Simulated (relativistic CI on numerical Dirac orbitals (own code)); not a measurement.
**Line list: Electric-dipole lines, Tl75+**

Computed by Dirac-Coulomb-Breit CI, KLI orbitals optimised for each configuration, model QED, unscaled Slater integrals (own radial code, finite nucleus).

Configurations in the expansion (outside the closed core 1s2): 2s2.2p2, 2s.2p3, 2p4, 2p3.3s, 2s2.2p.3s, 2p3.3p, 2s2.2p.3p, 2p3.3d, 2s2.2p.3d, 2s.2p2.3s, 2s.2p2.3p, 2s.2p2.3d, 2s2.2p.4s, 2s2.2p.4p, 2s2.2p.4d, 2s2.2p.4f, 2s2.3s2, 2s2.3s.3p, 2s.2p2.4s, 2s2.3s.3d, 2s2.2p.5s, 2s.2p2.4p, 2s2.3p2, 2s2.2p.5p, 2s2.2p.5d, 2s.2p2.4d, 2s2.2p.5f, 2s2.2p.5g, 2s.2p2.4f, 2s2.3p.3d, 2s.2p.3s2, 2s2.3d2, 2s.2p.3s.3p, 2s.2p.3s.3d, 2s.2p.3p2, 2s.2p.3p.3d. Levels of other configurations are missing.

```
λ vac (Å)                 Lower                  Upper   A (s⁻¹)  log gf  S velocity/length
   0.8961      2s2.2p2 3P_1 [2]   2s2.2p.3d 3P°_1 [71]  1.83e+15   -0.18               1.00
   0.8970      2s2.2p2 3P_1 [2]   2s2.2p.3d 3D°_2 [69]  1.10e+15   -0.18               1.00
   0.8976      2s2.2p2 1D_2 [3]   2s2.2p.3d 3F°_3 [70]  2.19e+15    0.27               1.00
   0.8992     2s.2p3 1D°_2 [12]   2s.2p2.3d 3F_3 [202]  2.15e+15    0.26               1.00
   0.8998      2s2.2p2 3P_0 [1]   2s2.2p.3d 3D°_1 [32]  2.92e+15    0.03               1.00
   0.8999      2s.2p3 3D°_3 [9]   2s.2p2.3d 3F_4 [192]  2.25e+15    0.39               1.00
   0.9005      2s.2p3 3P°_2 [4]    2s.2p2.3d 3P_1 [97]  2.66e+15   -0.01               0.99
   0.9012      2s.2p3 3P°_2 [4]    2s.2p2.3d 3D_2 [93]  2.42e+15    0.17               0.99
   0.9014         2p4 1D_2 [19]     2p3.3d 3F°_3 [392]  2.26e+15    0.29               1.00
   0.9018      2s.2p3 1P°_1 [5]   2s.2p2.3d 3F_2 [104]  2.79e+15    0.23               0.99
   0.9018      2s.2p3 3P°_2 [4]    2s.2p2.3d 3D_3 [92]  2.33e+15    0.30               1.00
   0.9018      2s.2p3 1P°_1 [5]   2s.2p2.3d 3D_1 [103]  2.48e+15   -0.04               0.99
   0.9041         2p4 3P_2 [14]     2p3.3d 3D°_2 [233]  2.70e+15    0.22               0.99
   0.9044         2p4 3P_2 [14]     2p3.3d 3F°_3 [232]  2.50e+15    0.33               1.00
   1.0486     2s.2p3 3P°_2 [16]   2s.2p2.3d 3D_3 [213]  2.16e+15    0.40               0.99
   1.0511      2s2.2p2 3P_2 [6]   2s2.2p.3d 3D°_3 [80]  3.46e+15    0.60               1.00
   1.0533      2s2.2p2 3P_1 [2]   2s2.2p.3d 3P°_2 [33]  1.99e+15    0.22               1.00
   1.0544     2s.2p3 1P°_1 [17]   2s.2p2.3d 3P_2 [222]  3.73e+15    0.49               0.99
   1.0545      2s2.2p2 1D_2 [3]   2s2.2p.3d 3F°_3 [34]  2.22e+15    0.41               1.00
   1.0546      2s.2p3 5S°_2 [8]   2s.2p2.3d 3F_3 [107]  2.96e+15    0.54               1.00
   1.0550      2s.2p3 5S°_2 [8]   2s.2p2.3d 3P_2 [106]  1.50e+15    0.10               0.99
   1.0552      2s.2p3 3D°_3 [9]   2s.2p2.3d 3F_4 [111]  2.85e+15    0.63               1.00
   1.0555      2s.2p3 3D°_3 [9]   2s.2p2.3d 3D_3 [110]  1.71e+15    0.30               0.99
   1.0559      2s.2p3 3P°_2 [4]    2s.2p2.3d 3D_3 [39]  2.23e+15    0.42               1.00
   1.0561     2s.2p3 3P°_2 [16]   2s.2p2.3d 3D_2 [210]  3.00e+15    0.40               0.99
   1.0561      2s2.2p2 1S_0 [7]   2s2.2p.3d 1P°_1 [82]  2.20e+15    0.04               1.00
   1.0564         2p4 1D_2 [19]     2p3.3d 3F°_3 [248]  1.74e+15    0.31               1.00
   1.0566     2s.2p3 3S°_1 [11]   2s.2p2.3d 3P_2 [117]  2.83e+15    0.37               1.00
   1.0571         2p4 3P_0 [20]     2p3.3d 3D°_1 [398]  4.82e+15    0.38               0.99
   1.0572     2s.2p3 1D°_2 [12]   2s.2p2.3d 1F_3 [118]  3.15e+15    0.57               1.00
   1.0573     2s.2p3 3P°_2 [16]   2s.2p2.3d 3D_3 [209]  2.06e+15    0.38               1.00
   1.0599         2p4 1D_2 [19]     2p3.3d 1D°_2 [246]  2.95e+15    0.40               0.98
   1.0599         2p4 3P_2 [14]     2p3.3d 3D°_3 [131]  3.62e+15    0.63               1.00
   1.0602         2p4 1D_2 [19]     2p3.3d 1F°_3 [245]  2.59e+15    0.49               1.00
   1.0602         2p4 3P_1 [18]     2p3.3d 3D°_2 [243]  2.75e+15    0.36               0.99
   1.0632      2s.2p3 1P°_1 [5]    2s.2p2.3d 3F_2 [40]  2.00e+15    0.23               1.00
   3.0503  2s2.2p.3d 3F°_2 [31]   2s2.2p.4f 3G_3 [155]  4.58e+14    0.65               1.00
   3.0623   2s.2p2.3d 3D_2 [38]  2s.2p2.4f 3F°_3 [178]  4.52e+14    0.65               1.00
   3.0706  2s2.2p.3d 3D°_1 [32]   2s2.2p.4f 3F_2 [156]  4.10e+14    0.46               0.99
   3.1372  2s2.2p.3d 3F°_4 [75]   2s2.2p.4f 3G_5 [304]  4.04e+14    0.82               1.00
   3.1493  2s.2p2.3d 3G_5 [108]  2s.2p2.4f 3H°_6 [362]  4.66e+14    0.95               1.00
   3.1626  2s2.2p.3d 3P°_2 [33]   2s2.2p.4f 3D_3 [158]  4.36e+14    0.66               0.99
   3.1668  2s2.2p.3d 3F°_3 [34]   2s2.2p.4f 3G_4 [157]  4.68e+14    0.80               1.00
   3.1681   2s.2p2.3d 3D_3 [39]  2s.2p2.4f 3F°_4 [180]  4.68e+14    0.80               1.00
   3.1826   2s.2p2.3d 3F_2 [40]  2s.2p2.4f 3F°_3 [181]  4.43e+14    0.67               1.00
```

Terms are leading LS components. Brackets give the number of a level in order of energy, since labels repeat. The list gives strong lines, with weight on those to low levels, among the lowest 400 of 791 levels, so that lines to higher ones, which can be the strongest, are missing. Levels whose partners in the same complex of configurations lie outside the list can be far off, and so can their lines. Rates are taken at the computed energies, electric ones in the length gauge. A velocity-to-length ratio far from 1 marks an uncertain rate.

At this charge energies of transitions that change n are usually good to better than 1 %, and those within a shell (Δn = 0) to a few per cent.

LS names give the leading component of a level, which can be under half, so a name can repeat, a term be missing and a line seem to break the LS rules.
